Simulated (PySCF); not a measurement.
# Electronic structure of K³⁺ (potassium, charge +3) at the UHF level

Configuration: [Ne] 3s2 3p4, high-spin 3P determinant. Computed with PySCF 2.14 in cc-pVDZ-X2C, with the spin-free X2C one-electron Hamiltonian (Gaussian nucleus).

| Quantity | Value |
| --- | --- |
| Total energy | -598.430375 hartree |
| One-electron energy | -795.4423 hartree |
| Hartree (Coulomb) energy | 228.5467 hartree |
| Exchange energy | -31.5348 hartree |
| ⟨S²⟩ | 2.0004 |
| ⟨L²⟩ | 2.001 |
| Sum of ⟨r⟩ | 11.17 bohr |
| Sum of ⟨r²⟩ | 14.31 bohr² |
| Traceless quadrupole moment −½Σ⟨3z² − r²⟩ along its main axis | -0.943 e·bohr² |
| Langevin diamagnetic susceptibility | -11.3 ×10⁻⁶ cm³/mol |
| Time after the integrals | 0.05 s of wall time on 1 thread of Neoverse-V2 (shared host) |

```
shell  electrons  mean orbital energy (eV)  spread (eV)  rms radius, mean of both spins (bohr)
 1s α          1                   -3705.2            0                                 0.0937
 1s β          1                   -3704.4            0                                 0.0937
 2s α          1                   -448.26            0                                  0.417
 2s β          1                   -447.48            0                                  0.417
 2p α          3                   -365.09        0.973                                  0.387
 2p β          3                   -363.68        0.594                                  0.387
 3s α          1                   -89.746            0                                   1.35
 3s β          1                   -81.548            0                                   1.35
 3p α          3                   -65.934        2.165                                   1.53
 3p β          1                   -62.407            0                                   1.53
```

Densities and radii are taken from the X2C orbitals without a picture-change correction, which distorts them close to the nucleus.
